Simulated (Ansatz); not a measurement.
Consider the ligand exchange at the Si–C bond: `O[SiH2]/C=C/[SiH3]` + `[SiH3][SeH]` → `O[SiH2][Se][SiH3]` + `C=C[SiH3]`.

Isolated molecules relaxed with PBE0-D4/def2-TZVP in Ansatz; ΔE leaves out vibrations. CCSD(T)/CBS adds triple-zeta CCSD(T) − MP2 to the extrapolated MP2 energy (def2 sets, frozen cores). DFT in def2-TZVPP. For Se outer-core shells are correlated without core-valence functions, which leaves a few kJ/mol of doubt a bond. Scalar relativity is left out up to krypton. Each species was taken in one conformer, which may not be the lowest.

```
         level  ΔE (eV)
     r2SCAN-D4    -0.75
       ωB97X-V    -0.72
       ωB97M-V    -0.73
        B2PLYP    -0.71
MP2/def2-TZVPP    -0.77
 HF/def2-QZVPP    -0.70
MP2/def2-QZVPP    -0.79
CCSD/CBS(def2)    -0.75
```

Task: What does CCSD(T)/CBS give? (Best estimate.)

Result: The calculation gave: -0.76 eV. The listed levels differ from it by 0.01, 0.04, 0.03, 0.05, -0.01, 0.06, -0.03, 0.01 eV.

Largest T1 diagnostic among the species: 0.012.

The D4 term adds −0.03 eV with B3LYP and −0.02 eV with PBE0; it sums over pairs of atoms, weighted by their polarisabilities, and B3LYP, whose exchange is more repulsive, gets the larger term.

B3LYP here is the variant with VWN-RPA as its local correlation; programs differ in this.
